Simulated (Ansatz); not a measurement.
Ge₈Ir⁻. Total charge -1; singlet. Geometry PBE-D4/def2-SVP; atoms count from 1.

```xyz
9

Ir   -0.0931    0.6431    1.7578
Ge   -1.1934   -1.5094    1.8128
Ge   -0.8179   -2.4537   -0.4711
Ge    0.4056   -0.8324   -2.0814
Ge    1.9115    0.9639    0.0505
Ge    0.1911    1.7479   -1.9538
Ge   -0.2077    2.6111    0.3578
Ge    1.3432   -1.4127    0.8875
Ge   -1.5392    0.2421   -0.3600
```

In the def2 sets Ir takes a core potential; there is no spin–orbit coupling. Another isomer (singlet) lies 0.89 eV lower at PBE0-D4/def2-SVP; other spin states weren't run for this one.

Q: Estimate the Mulliken populations from the PBE0/def2-SVP orbitals of Ansatz.

A: 
```
atom  charge (e)  d electrons
 Ir1       -0.09         8.16
 Ge2       -0.04            –
 Ge3       -0.17            –
 Ge4       -0.04            –
 Ge5       -0.13            –
 Ge6       -0.17            –
 Ge7       -0.04            –
 Ge8       -0.13            –
 Ge9       -0.20            –
```
Mulliken values depend strongly on the basis.

Q: And the Mayer bond orders between heavy atoms (over 0.3)?

A: Ir1–Ge2 0.81 (2.42 Å); Ir1–Ge5 0.63 (2.65 Å); Ir1–Ge7 0.81 (2.42 Å); Ir1–Ge8 0.63 (2.65 Å); Ir1–Ge9 0.64 (2.60 Å); Ge2–Ge3 0.77 (2.50 Å); Ge2–Ge8 0.43 (2.70 Å); Ge2–Ge9 0.39 (2.81 Å); Ge3–Ge4 0.59 (2.59 Å); Ge3–Ge8 0.60 (2.76 Å); Ge3–Ge9 0.43 (2.79 Å); Ge4–Ge6 0.59 (2.59 Å); Ge4–Ge9 0.50 (2.81 Å); Ge5–Ge6 0.60 (2.76 Å); Ge5–Ge7 0.43 (2.70 Å); Ge5–Ge8 0.66 (2.58 Å); Ge6–Ge7 0.77 (2.50 Å); Ge6–Ge9 0.43 (2.79 Å); Ge7–Ge9 0.39 (2.81 Å).
